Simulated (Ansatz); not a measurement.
Ansatz (an electronic-structure program) input (CCSD(T)/def2-SVPD):

Ansatz 0.2 input:
```yaml
crystal:
  periodic: [false, false, false]
  atoms:
    - {symbol: Cu, position_ang: [-0.00000000, -0.00000000, -0.41954120]}
    - {symbol: F, position_ang: [0.00000000, 0.00000000, 1.35185499]}
basis:
  gaussian:
    orbitals: def2-SVPD
magnetization: {spin_polarized: false}
correlation: {method: ccsd_t, electrons: outside_noble_gas}
output: {forces: true}
```

Output:

```
Functional definition: HF
integrals: 0.03 GiB planned
584 factors; integrals over basis functions are off by at most 8.3e-4 eV
mean field: 0.14 GiB planned
mean field evaluation 1: about -47290.9658 eV, gradient 5.4e1 eV
mean field evaluation 2: about -47291.0509 eV, gradient 5.4e1 eV
mean field evaluation 4: about -47295.3283 eV, gradient 3.7e0 eV
mean field evaluation 8: about -47295.3882 eV, gradient 4.5e-1 eV
mean field evaluation 16: about -47290.9658 eV, gradient 5.4e1 eV
mean field -47295.38984170 eV, -1738.0735187159 hartree, gradient 2.2e-6 eV, S^2 0.000000; 0 other end points of the search recorded, 0 dependent functions left out
10 core orbitals not correlated
reference -47295.38984170 eV, -1738.0735187159 hartree; 9, 9 occupied and 38, 38 virtual orbitals, 584 factors
densities: 0.12 GiB planned
second order -13.97935268 eV of doubles, -0.00000000 eV of singles
coupled cluster: 0.10 GiB planned
cycle   1  -12.34150968 eV  change     1.6e0 eV  update   1.6e-1
cycle   2  -12.94823097 eV  change   -6.1e-1 eV  update   7.0e-2
cycle   3  -13.01107091 eV  change   -6.3e-2 eV  update   3.5e-2
cycle   4  -13.01929033 eV  change   -8.2e-3 eV  update   2.3e-2
cycle   5  -12.99640464 eV  change    2.3e-2 eV  update   1.5e-2
cycle   6  -13.00536006 eV  change   -9.0e-3 eV  update   9.7e-3
cycle   7  -13.01779320 eV  change   -1.2e-2 eV  update   4.9e-3
cycle   8  -13.01758578 eV  change    2.1e-4 eV  update   2.5e-3
cycle   9  -13.01706163 eV  change    5.2e-4 eV  update   1.2e-3
cycle  10  -13.01762331 eV  change   -5.6e-4 eV  update   4.5e-4
cycle  11  -13.01724859 eV  change    3.7e-4 eV  update   2.3e-4
cycle  12  -13.01702884 eV  change    2.2e-4 eV  update   9.9e-5
cycle  13  -13.01713412 eV  change   -1.1e-4 eV  update   5.0e-5
cycle  14  -13.01715793 eV  change   -2.4e-5 eV  update   1.6e-5
cycle  15  -13.01714282 eV  change    1.5e-5 eV  update   7.3e-6
cycle  16  -13.01714894 eV  change   -6.1e-6 eV  update   3.8e-6
perturbative correction -0.44585163 eV, -0.0163847452 hartree
the calculation of the forces begins
Total energy: -47308.85284227 eV, -1738.5682748612 hartree
Atom 0 at    -0.000000    -0.000000    -0.419541 Å, force    -0.000000    -0.000000    -0.650352 eV/Å
Atom 1 at     0.000000     0.000000     1.351855 Å, force     0.000000     0.000000     0.650352 eV/Å
Dipole moment:    -0.000000    -0.000000    -1.280175 e Å
```
